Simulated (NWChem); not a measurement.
Molecule: C2H2F2OSi; SMILES FC1=CO[Si@H]1F

```xyz
8

F     -0.9258    -2.1256    -0.0505
C     -0.1905    -1.0294    -0.0464
C      1.1264    -0.8694    -0.2873
O      1.4447     0.4732    -0.1223
Si    -0.1616     0.7572     0.4123
F     -0.9292     1.8533    -0.4833
H      1.9328    -1.5616    -0.5491
H     -0.2528     1.2091     1.8156
```
Atoms are numbered in this order, from 1.

Program: NWChem. Pople sets run with spherical d functions. All runs use the structure optimised with PBE0/def2-SVP. Vzz is the largest principal value of the second derivative of the potential at the nucleus (NWChem prints the opposite sign); η is the asymmetry. Non-relativistic.

```json
[
 {"level": "CAM-B3LYP/6-31G*", "Vzz O4 (a.u.)": "1.426", "η O4": "0.76"},
 {"level": "CAM-B3LYP/def2-SVP", "Vzz O4 (a.u.)": "1.452", "η O4": "0.73"},
 {"level": "Hartree-Fock/6-31G*", "Vzz O4 (a.u.)": "1.547", "η O4": "0.77"},
 {"level": "Hartree-Fock/def2-SVP", "Vzz O4 (a.u.)": "___", "η O4": "0.75"}
]
```

### Question
Some entries are withheld; supply them.

### Answer

- Hartree-Fock/def2-SVP, Vzz O4 (a.u.): 1.577
